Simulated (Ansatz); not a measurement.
Species: HS2, charge -1, singlet. HS2- (SMILES S[S-]).
B3LYP-D3(BJ)/def2-TZVP minimum from Ansatz (an electronic-structure program):
```xyz
3

S     -0.9925     0.0247     0.4650
S      0.8936     0.0305    -0.4803
H      1.5810    -0.8842     0.2447
```
Charge -1, spin multiplicity 1.

Total energies in aug-cc-pV(D+d)Z, 14 correlated electrons, 10 frozen orbitals. UHF or UKS for unpaired electrons; spin-orbit terms are left out. Cores are frozen in correlated methods. No relativity.

```
method    program  energy (Eh)  minus CCSDT(Q) (mEh)
--------  -------  -----------  --------------------
HF         Ansatz   -795.68342                340.91
MP2        Ansatz   -795.97938                 44.95
CCSD       Ansatz   -796.00939                 14.94
CCSD(T)    Ansatz   -796.02231                  2.03
CCSDT(Q)   Ansatz   -796.02433                  0.00
```

Rough core times of Ansatz's runs on a shared machine: CCSD(T) under 20 s, CCSDT(Q) 3 min.
